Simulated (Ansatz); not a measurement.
Reactions of `C[O][Sn]([F])([F])[F]`.

Gas-phase electronic energies from Ansatz, PBE0-D4/def2-TZVP geometries. CCSD(T)/CBS is the MP2 limit (def2-TZVPP, def2-QZVPP) plus CCSD(T) − MP2 in def2-TZVPP, frozen cores. This one scheme is used for every species, atoms too. Open shells (•) are unrestricted, without spin–orbit coupling. Spin–orbit coupling would lower the free atoms: a little for C, F, O; strongly for Sn. def2 core potentials past Kr. For I, Sn, Zn outer-core shells are correlated without core-valence functions, so the limit isn't a true one: a few kJ/mol of doubt a bond, and 10 to 20 or more in all where bonds break to atoms. Scalar relativity is left out up to krypton. Each species was taken in one conformer, which may not be the lowest.

Order these by ΔE at CCSD(T)/CBS, lowest first. (An estimate is asked.)
A. `C[O][Sn]([F])([F])[F]` → `[F][SnH]([F])[F]` + `C=O`
B. `C[O][Sn]([F])([F])[F]` + `c1ccccc1` → `C[O][Sn]([F])([F])[c]1ccccc1` + H–F
C. `C[O][Sn]([F])([F])[F]` + HI → `[F][Sn]([F])([F])[I]` + CH₃OH
D. `C[O][Sn]([F])([F])[F]` + `C1CS[SiH2]1` → `CC1C[SiH2]S1` + `[OH][Sn]([F])([F])[F]`
E. `C[O][Sn]([F])([F])[F]` + H₂O → `C[O][Sn]([OH])([F])[F]` + H–F
F. `C[O][Sn]([F])([F])[F]` + `C[O][Zn][OH]` → `C[O][Sn]([OH])([F])[F]` + `C[O][Zn][F]`
G. `C[O][Sn]([F])([F])[F]` → C• + 3 F• + 3 H• + O• + Sn•
H. `C[O][Sn]([F])([F])[F]` + H₂S → `[F][Sn]([F])([F])[SH]` + CH₃OH

C (-91.5 kJ/mol), D (-72.5 kJ/mol), H (-46.7 kJ/mol), F (-13.0 kJ/mol), E (+18.3 kJ/mol), B (+27.9 kJ/mol), A (+116.3 kJ/mol), G (+3298.1 kJ/mol).

Largest T1 diagnostic: 0.017, for `C[O][Zn][F]`.
